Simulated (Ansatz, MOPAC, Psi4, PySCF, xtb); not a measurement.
Two geometries of SMILES COCC(C)O, relaxed at B3LYP-D3(BJ)/def2-SVP with one dihedral held; other torsions can differ between them too.

Structure A

```
16

C      1.0433     2.3048    -0.6803
O      0.0556     1.4723    -0.1362
C      0.2357     0.0999    -0.4117
C     -0.9188    -0.6481     0.2503
C     -2.2680    -0.3159    -0.3874
O     -0.9177    -0.3761     1.6393
H      1.0712     2.2399    -1.7865
H      0.8086     3.3407    -0.3953
H      2.0532     2.0520    -0.2990
H      0.2544    -0.0855    -1.5054
H      1.1986    -0.2517     0.0104
H     -0.7227    -1.7293     0.1458
H     -2.4443     0.7703    -0.3557
H     -2.3052    -0.6393    -1.4405
H     -3.0745    -0.8198     0.1648
H     -0.8386     0.5870     1.7148
```

Structure B

```
16

C      1.2927    -0.9209    -1.8591
O      0.2900     0.0188    -1.5702
C      0.1221     0.3040    -0.1996
C     -1.0655    -0.4500     0.4140
C     -2.3730    -0.1355    -0.2998
O     -1.1299    -0.1873     1.8061
H      1.1092    -1.9027    -1.3790
H      1.3068    -1.0690    -2.9490
H      2.2935    -0.5679    -1.5400
H      1.0323     0.0750     0.3843
H     -0.0651     1.3912    -0.1041
H     -0.8630    -1.5322     0.3334
H     -2.6190     0.9368    -0.1953
H     -2.2850    -0.3530    -1.3742
H     -3.2005    -0.7230     0.1252
H     -1.4117     0.7313     1.9187
```

Which is lower in energy at the level CCSD(T) on RHF/cc-pVDZ, frozen core // B3LYP-D3(BJ)/def2-SVP (Ansatz, a quantum-chemistry and plane-wave program), and by how much?

A is lower, by 3.68 kcal/mol (dihedral C4–C3–O2–C1: 180° in A, -100° in B).

E(B) − E(A) in kcal/mol at the other levels, on the same two geometries: PBE0/def2-TZVP // B3LYP-D3(BJ)/def2-SVP (Psi4) 3.25; PBE0-D3(BJ)/def2-TZVP // B3LYP-D3(BJ)/def2-SVP (Psi4) 3.21; PBE/def2-TZVP // B3LYP-D3(BJ)/def2-SVP (Psi4) 3.06; PBE-D3(BJ)/def2-TZVP // B3LYP-D3(BJ)/def2-SVP (Psi4) 3.02; r2SCAN/def2-TZVP // B3LYP-D3(BJ)/def2-SVP (Psi4) 3.39; RHF/cc-pVDZ // B3LYP-D3(BJ)/def2-SVP (Ansatz) 3.53; MP2 on RHF/cc-pVDZ, frozen core // B3LYP-D3(BJ)/def2-SVP (Ansatz) 3.88; CCSD on RHF/cc-pVDZ, frozen core // B3LYP-D3(BJ)/def2-SVP (Ansatz) 3.68; PM3, restricted, heats of formation // B3LYP-D3(BJ)/def2-SVP (MOPAC) -1.11; PM6, restricted, heats of formation // B3LYP-D3(BJ)/def2-SVP (MOPAC) -0.76; GFN1-xTB // B3LYP-D3(BJ)/def2-SVP (xtb) 1.02; restricted B3LYP/6-31G*, spherical d, density fitting // B3LYP-D3(BJ)/def2-SVP (PySCF) 3.58; restricted B3LYP/LANL2DZ // B3LYP-D3(BJ)/def2-SVP (PySCF) 3.43; restricted Hartree-Fock/STO-3G // B3LYP-D3(BJ)/def2-SVP (PySCF) 3.73; restricted B3LYP/6-311+G**, spherical d, density fitting // B3LYP-D3(BJ)/def2-SVP (PySCF) 3.26.
